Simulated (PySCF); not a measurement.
SMILES C(=C/c1cccs1)/c1ccco1 (C10H8OS), singlet (GFN2-xTB optimised geometry):

```
20

C     -0.989    -1.593     0.000
C      0.358    -1.671     0.000
C      1.387    -0.679     0.000
C      2.730    -0.990     0.000
C      3.574     0.131     0.000
C      2.875     1.298     0.000
S      1.179     1.049     0.000
C     -1.866    -0.463     0.000
C     -3.246    -0.463     0.000
C     -3.646     0.887     0.000
C     -2.495     1.618     0.000
O     -1.424     0.814     0.000
H     -1.533    -2.529     0.000
H      0.770    -2.674     0.000
H      3.090    -2.004     0.000
H      4.648     0.074     0.000
H      3.258     2.300     0.000
H     -3.882    -1.325     0.000
H     -4.648     1.266     0.000
H     -2.314     2.674     0.000
```

Method: PySCF 2.14.0 with CAM-B3LYP/def2-SVP.

Problem. What are the frontier orbital energies and the dipole moment?

Solution. HOMO-2 -8.41 eV, HOMO-1 -8.25 eV, HOMO -6.57 eV, LUMO -0.34 eV, LUMO+1 1.63 eV; dipole moment 0.58 D.

Meta-Löwdin charges at CAM-B3LYP/def2-SVP: C1 -0.13, C2 -0.10, C3 -0.11, C4 -0.13, C5 -0.13, C6 -0.24, S7 0.28, C8 0.16, C9 -0.17, C10 -0.16, C11 0.05, O12 -0.24, H13 0.11, H14 0.11, H15 0.11, H16 0.11, H17 0.12, H18 0.12, H19 0.12, H20 0.12.
